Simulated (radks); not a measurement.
Values are calculated unless marked as measured or tabulated.
Valence configurations of the oxygen ion O2+ (all share [He]). Code: a radial shooting solver on a logarithmic mesh with Libxc functionals. Model: scalar-relativistic Kohn-Sham, LDA (Slater exchange, Perdew-Wang correlation), spin-polarised, spherical densities, finite nucleus; open shells are filled with parallel spins first; Fermi nuclear charge, rms radius 2.6991 fm. Order these by energy: 2s2 2p2; 2p4; 2s1 2p3; 2s0.5 2p3.5; 2s1.5 2p2.5.

Answer. From the lowest, in eV above it: 2s2 2p2 0.000; 2s1.5 2p2.5 4.435; 2s1 2p3 7.361; 2s0.5 2p3.5 19.203; 2p4 29.554. NIST lists [He] 2s2 2p2 as the ground configuration; this level of theory agrees among the configurations tried. The energies are those of spherical high-spin densities, not of single terms.
